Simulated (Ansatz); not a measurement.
System: CuCl (charge 0, triplet). The spin state was set by rule; other spins were not relaxed. SMILES of the parent species: [Cl][Cu]
Geometry from a B3LYP-D3(BJ)/def2-TZVP (Ansatz, a program for electronic structure) optimisation:
```xyz
2

Cu     0.0000     0.0000    -0.8051
Cl     0.0000     0.0000     1.3733
```
Charge 0, spin multiplicity 3.

Parts of the frozen-core correlation energy in def2-SVP (Ansatz, hartree). Frozen orbitals: 14; correlated occupied orbitals by spin: 10 and 8; virtual: 25 and 27. UHF or UKS for open shells. No spin-orbit coupling. Non-relativistic.

| term | value |
|---|---|
| reference (HF) | -2098.08140 |
| MP2 opposite-spin | (withheld) |
| MP2 same-spin | (withheld) |
| CCSD correlation | -0.34417 |
| (T) | (withheld) |
| T1 diagnostic | 0.034 |
| largest doubles amplitude | 0.035 |
| <S^2> of the reference | 2.003 |

### Question
Some entries are withheld; supply them.

### Answer

- MP2 opposite-spin, value: -0.22085
- MP2 same-spin, value: -0.11307
- (T), value: -0.01006
